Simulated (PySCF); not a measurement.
H6NSi2, charge -1, multiplicity 1.

```xyz
9

Si     1.5521     0.0000     0.0709
N      0.0000     0.0000    -0.5292
Si    -1.5521     0.0000     0.0709
H      2.6096     0.0000    -1.0191
H      1.9689     1.1855     0.9393
H      1.9689    -1.1855     0.9393
H     -1.9689    -1.1855     0.9393
H     -2.6096     0.0000    -1.0191
H     -1.9689     1.1855     0.9393
```
Charge -1, spin multiplicity 1.

Geometry optimised at PBE0-D3(BJ)/def2-SVPD. The multiplicity is an assumed one; other spin states were not compared. The isomer is the one that the SMILES or the coordinates give; other isomers of the formula were not compared.

Level of theory: PBE0/pcSseg-1 in PySCF. Non-relativistic, no solvent.

Q: Give the absolute GIAO shielding of each atom: isotropic value and principal components (ppm). (Estimate from the structure and the level; the computed values follow.)

A: 
| atom | σ(iso) | σ11 | σ22 | σ33 | span |
|---|---|---|---|---|---|
| Si1 | 440.7 | 374.6 | 387.1 | 560.4 | 185.8 |
| N2 | 254.1 | 130.1 | 307.2 | 325.0 | 194.8 |
| Si3 | 440.7 | 374.6 | 387.1 | 560.4 | 185.8 |
| H4 | 26.4 | 23.3 | 24.2 | 31.6 | 8.4 |
| H5 | 26.1 | 23.1 | 23.7 | 31.5 | 8.4 |
| H6 | 26.1 | 23.1 | 23.7 | 31.5 | 8.4 |
| H7 | 26.1 | 23.1 | 23.7 | 31.5 | 8.4 |
| H8 | 26.4 | 23.3 | 24.2 | 31.6 | 8.4 |
| H9 | 26.1 | 23.1 | 23.7 | 31.5 | 8.4 |
